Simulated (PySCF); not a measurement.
HClO (SMILES OCl), singlet, geometry from GFN2-xTB, with bond 3-1 at 1.3 times its length; M062X/def2-SVP in PySCF.

The PySCF input:
```python
from pyscf import gto, scf, dft

mol = gto.M(
    atom='''
O    -0.00874070    1.09829644    0.01643599
H    -0.94458229    1.33506531    0.00439258
Cl    0.08020222   -1.10348115   -0.01532166
''',
    basis='def2-svp',
    verbose=4,
)

mf = dft.RKS(mol)
mf.xc = 'm062x'
mf.init_guess = 'sap'
mf.kernel()
mf.analyze()
```

Q: What does PySCF print? Leave out banner, timings and long lists.

A: 
```
PySCF version 2.14.0

[INPUT] verbose = 4
[INPUT] num. atoms = 3
[INPUT] num. electrons = 26
[INPUT] charge = 0
[INPUT] spin (= nelec alpha-beta = 2S) = 0
[INPUT] symmetry False subgroup None
[INPUT] Mole.unit = angstrom
[INPUT] Symbol           X                Y                Z      unit          X                Y                Z       unit  Magmom
[INPUT]  1 O     -0.008740700000   1.098296440000   0.016435990000 AA   -0.016517529137   2.075479475185   0.031059519686 Bohr   0.0
[INPUT]  2 H     -0.944582290000   1.335065310000   0.004392580000 AA   -1.785001830214   2.522907794308   0.008300773180 Bohr   0.0
[INPUT]  3 Cl     0.080202220000  -1.103481150000  -0.015321660000 AA    0.151560230382  -2.085277157120  -0.028953741174 Bohr   0.0

nuclear repulsion = 40.4423445040446
number of shells = 17
number of NR pGTOs = 67
number of NR cGTOs = 37
basis = def2-svp
ecp = {}

******** <class 'pyscf.dft.rks.RKS'> ********
method = RKS
initial guess = sap
damping factor = 0
level_shift factor = 0
DIIS = <class 'pyscf.scf.diis.CDIIS'>
diis_start_cycle = 1
diis_space = 8
diis_damp = 0
SCF conv_tol = 1e-09
SCF conv_tol_grad = None
SCF max_cycles = 50
direct_scf = True
direct_scf_tol = 1e-13
XC library pyscf.dft.libxc version 7.1.2
    S. Lehtola, C. Steigemann, M. J. T. Oliveira, and M. A. L. Marques,  SoftwareX 7, 1–5 (2018)
XC functionals = m062x
    Y. Zhao and D. G. Truhlar,  Theor. Chem. Acc. 120, 215 (2008)
    Y. Zhao and D. G. Truhlar,  Theor. Chem. Acc. 120, 215 (2008)
radial grids:
    Treutler-Ahlrichs [JCP 102, 346 (1995); DOI:10.1063/1.469408] (M4) radial grids

becke partition: Becke, JCP 88, 2547 (1988); DOI:10.1063/1.454033
pruning grids: <function nwchem_prune>
grids dens level: 3
symmetrized grids: False
atomic radii adjust function: <function treutler_atomic_radii_adjust>
small_rho_cutoff = 0
Set gradient conv threshold to 3.16228e-05
Initial guess from superposition of atomic potentials (doi:10.1021/acs.jctc.8b01089)
This is the Gaussian fit version as described in doi:10.1063/5.0004046.
Found SAP basis sapgrasplarge
  HOMO = -0.316102085241603  LUMO = -0.301533050918253  gap/eV = 0.39644
tot grids = 42776
init E= -535.179988602675
  HOMO = 0.0441838438510738  LUMO = 0.07354836586173  gap/eV = 0.79905
cycle= 1 E= -534.466698367117  delta_E= 0.713  |g|= 2.07  |ddm|= 2.49

WARN: HOMO -0.120097448232696 == LUMO -0.119465280122045

cycle= 2 E= -530.464662509061  delta_E=    4  |g|=  3.6  |ddm|= 4.78
  HOMO = -0.411875110697321  LUMO = -0.255194894247778  gap/eV = 4.26349
cycle= 3 E= -535.537375993279  delta_E= -5.07  |g|= 0.472  |ddm|=  4.3
  HOMO = -0.30299193612735  LUMO = -0.134686745988143  gap/eV = 4.57982
cycle= 4 E= -535.607870736276  delta_E= -0.0705  |g|= 0.339  |ddm|= 0.858
  HOMO = -0.375692757737778  LUMO = -0.157590155133245  gap/eV = 5.93487
cycle= 5 E= -535.632072337008  delta_E= -0.0242  |g|= 0.13  |ddm|= 0.234
  HOMO = -0.381570988994655  LUMO = -0.147268244448898  gap/eV = 6.37570
cycle= 6 E= -535.635982190305  delta_E= -0.00391  |g|= 0.0353  |ddm|= 0.075
  HOMO = -0.386478603958718  LUMO = -0.148550873883483  gap/eV = 6.47434
cycle= 7 E= -535.636353657449  delta_E= -0.000371  |g|= 0.00571  |ddm|= 0.0381
  HOMO = -0.386207603656568  LUMO = -0.14868381365347  gap/eV = 6.46335
cycle= 8 E= -535.636364098327  delta_E= -1.04e-05  |g|= 0.00143  |ddm|= 0.0056
  HOMO = -0.386142210182899  LUMO = -0.148688388006922  gap/eV = 6.46145
cycle= 9 E= -535.63636582777  delta_E= -1.73e-06  |g|= 0.000511  |ddm|= 0.00317
  HOMO = -0.386192462560794  LUMO = -0.148721471733897  gap/eV = 6.46191
cycle= 10 E= -535.636366001391  delta_E= -1.74e-07  |g|= 0.000113  |ddm|= 0.00099
  HOMO = -0.386187732494132  LUMO = -0.148728557524312  gap/eV = 6.46159
cycle= 11 E= -535.636366012126  delta_E= -1.07e-08  |g|= 2.86e-05  |ddm|= 0.000317
  HOMO = -0.386190208047161  LUMO = -0.148728570824697  gap/eV = 6.46166
cycle= 12 E= -535.636366012341  delta_E= -2.14e-10  |g|= 2.89e-06  |ddm|= 2.67e-05
  HOMO = -0.386189960648041  LUMO = -0.148728199282121  gap/eV = 6.46166
Extra cycle  E= -535.636366012347  delta_E= -6.59e-12  |g|= 2.59e-06  |ddm|= 7.81e-06
converged SCF energy = -535.636366012347
**** SCF Summaries ****
Total Energy =                        -535.636366012347253
Nuclear Repulsion Energy =              40.442344504044563
One-electron Energy =                 -819.469411531600713
Two-electron Energy =                  243.390701015208975
Two-electron Coulomb Energy =          280.379896615193161
DFT Exchange-Correlation Energy =      -36.989195599984185
HOMO-LUMO gap [eV] =                     6.461663653517178
**** MO energy ****
MO #1   energy= -102.6876086166    occ= 2
MO #2   energy= -19.7209565517783  occ= 2
MO #3   energy= -9.85077684336437  occ= 2
MO #4   energy= -7.57992950520983  occ= 2
MO #5   energy= -7.56946954458402  occ= 2
MO #6   energy= -7.56936976374219  occ= 2
MO #7   energy= -1.10649170436777  occ= 2
MO #8   energy= -0.898752630355585 occ= 2
MO #9   energy= -0.560488931379099 occ= 2
MO #10  energy= -0.444502075807292 occ= 2
MO #11  energy= -0.439250685341024 occ= 2
MO #12  energy= -0.396159440184478 occ= 2
MO #13  energy= -0.386189960648041 occ= 2
MO #14  energy= -0.148728199282121 occ= 0
MO #15  energy= 0.0951914382215628 occ= 0
MO #16  energy= 0.513540503256023  occ= 0
MO #17  energy= 0.621086654742064  occ= 0
MO #18  energy= 0.740446556090874  occ= 0
MO #19  energy= 0.78240599399041   occ= 0
MO #20  energy= 0.782802736153839  occ= 0
MO #21  energy= 0.832226530500488  occ= 0
 ** Mulliken pop on meta-lowdin orthogonal AOs  **
 ** Mulliken pop  **
pop of  0 O 1s            1.99997
pop of  0 O 2s            1.79453
pop of  0 O 3s            0.00533
pop of  0 O 2px           1.53244
pop of  0 O 2py           1.02215
pop of  0 O 2pz           1.99568
pop of  0 O 3px           0.00374
pop of  0 O 3py           0.00086
pop of  0 O 3pz           0.00027
pop of  0 O 3dxy          0.00096
pop of  0 O 3dyz          0.00002
pop of  0 O 3dz^2         0.00145
pop of  0 O 3dxz          0.00096
pop of  0 O 3dx2-y2       0.00309
pop of  1 H 1s            0.63571
pop of  1 H 2s            0.01674
pop of  1 H 2px           0.00147
pop of  1 H 2py           0.00090
pop of  1 H 2pz           0.00227
pop of  2 Cl 1s           2.00000
pop of  2 Cl 2s           1.99990
pop of  2 Cl 3s           1.98031
pop of  2 Cl 4s           0.00039
pop of  2 Cl 2px          1.99999
pop of  2 Cl 2py          1.99997
pop of  2 Cl 2pz          2.00000
pop of  2 Cl 3px          1.99476
pop of  2 Cl 3py          1.00272
pop of  2 Cl 3pz          1.99935
pop of  2 Cl 4px          0.00041
pop of  2 Cl 4py          0.00030
pop of  2 Cl 4pz          0.00046
pop of  2 Cl 3dxy         0.00024
pop of  2 Cl 3dyz         0.00045
pop of  2 Cl 3dz^2        0.00058
pop of  2 Cl 3dxz         0.00001
pop of  2 Cl 3dx2-y2      0.00165
 ** Mulliken atomic charges  **
charge of    0O =     -0.36145
charge of    1H =      0.34291
charge of    2Cl =      0.01854
Dipole moment(X, Y, Z, Debye): -1.68878,  0.24936, -0.02438
```
